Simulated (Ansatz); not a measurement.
Mulliken charges of C$_{2}$H$_{5}$NOSi, SMILES `[SiH3]C1=NCO1` from r2SCAN/def2-TZVPP in Ansatz (PBE0-D4/def2-TZVP geometry).

```
atom   x (Å)   y (Å)   z (Å)  charge (e)
 Si1  -1.658  -0.492  -0.599       0.344
  C2   0.035  -0.008   0.086       0.136
  N3   0.526  -0.005   1.275      -0.378
  C4   1.732   0.496   0.637       0.264
  O5   1.083   0.455  -0.669      -0.331
  H6  -2.688   0.363   0.037      -0.052
  H7  -1.632  -0.278  -2.065      -0.053
  H8  -1.907  -1.918  -0.282      -0.052
  H9   2.587  -0.181   0.673       0.060
 H10   2.007   1.517   0.909       0.060
```

Question: By hand: the dipole of these point charges (1 e Å = 4.8032 D).

Answer: Σ q r = (-0.065, -0.012, -0.070) e Å, of length 0.096 e Å = 0.46 D.

Question: How does the dipole of the full density compare? (An estimate is asked.)

Answer: Ansatz gave: (0.071, 0.047, -0.163) e Å, 0.88 D; the point charges give 0.52 times that, at 69° from its direction.

Point charges leave out the atoms' own dipoles, such as those of lone pairs, and Mulliken's split depends on the basis, so the two needn't agree.
